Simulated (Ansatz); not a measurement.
C₄H₉In (SMILES C=[CH][InH][CH2]C), singlet, at a GFN2-xTB geometry (such geometries of metal compounds can be far from the true shape) (all electrons, no relativity), with bond 12-10 at 1.4 times its length; SC-NEVPT2/STO-3G, CASSCF(6,4) run with Ansatz (a program for electronic structure).

The Ansatz input:
Ansatz 0.2 input:
```yaml
crystal:
  periodic: [false, false, false]
  atoms:
    - {symbol: In, position_ang: [0.15745069, 0.35158457, 0.18519529]}
    - {symbol: H, position_ang: [0.32336077, 2.07798634, 0.57787079]}
    - {symbol: C, position_ang: [-1.51137333, -0.24105917, -1.21876424]}
    - {symbol: C, position_ang: [-2.25283302, 1.00507919, -1.68384786]}
    - {symbol: H, position_ang: [-2.18675725, -0.92467499, -0.69735043]}
    - {symbol: H, position_ang: [-1.08436373, -0.78175970, -2.06761658]}
    - {symbol: H, position_ang: [-1.57651431, 1.68136976, -2.21109500]}
    - {symbol: H, position_ang: [-2.66877466, 1.54615767, -0.83112841]}
    - {symbol: H, position_ang: [-3.07292076, 0.74792733, -2.35803195]}
    - {symbol: C, position_ang: [1.64771749, -1.00055733, 1.15276538]}
    - {symbol: C, position_ang: [1.61109540, -2.30290693, 0.92608992]}
    - {symbol: H, position_ang: [2.71104151, -0.42562968, 2.07702229]}
    - {symbol: H, position_ang: [2.31028466, -3.00387862, 1.37014372]}
    - {symbol: H, position_ang: [0.86572742, -2.74421156, 0.27223023]}
basis:
  gaussian:
    orbitals: STO-3G
magnetization: {spin_polarized: false}
correlation: {method: sc_nevpt2, electrons: all, active_space: {window: {electrons: 6, orbitals: 4}}}
```

Output, abridged:

```
Functional definition: HF
765 factors; integrals over basis functions are off by at most 7.5e-5 eV
mean field evaluation 1: about -158847.6921 eV, gradient 1.5e1 eV
mean field evaluation 2: about -158847.8434 eV, gradient 1.5e1 eV
mean field evaluation 4: about -158849.0547 eV, gradient 8.5e-1 eV
mean field evaluation 8: about -158849.0562 eV, gradient 2.6e-5 eV
mean field -158849.05617656 eV, -5837.5951427313 hartree, gradient 2.6e-6 eV, S^2 0.000000; 0 other end points of the search recorded, 0 dependent functions left out; unrestricted orbitals would lower it
reference -158849.05617656 eV, -5837.5951427313 hartree; 41, 41 occupied and 15, 15 virtual orbitals, 765 factors
state -158850.20269171 eV, -5837.6372763858 hartree
state -158850.20269171 eV, -5837.6372763858 hartree; corrected -158856.68422926 eV, -5837.8754684975 hartree
Total energy: -158856.68422926 eV, -5837.8754684975 hartree
```
